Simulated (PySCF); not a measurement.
```xyz
3

B     -0.2272     0.4260     0.0000
Cl     1.3978    -0.1280     0.0000
H     -1.1706    -0.2980     0.0000
```

Charge 0, multiplicity 2.

Problem. Give the Mulliken and meta-Löwdin atomic charges from PBE-D3(BJ)/def2-TZVP // B3LYP-D3(BJ)/def2-TZVP in PySCF.

Solution. 
```
atom  Mulliken (e)  meta-Löwdin (e)
----  ------------  ---------------
B1            0.00            -0.09
Cl2          -0.05             0.05
H3            0.05             0.04
```
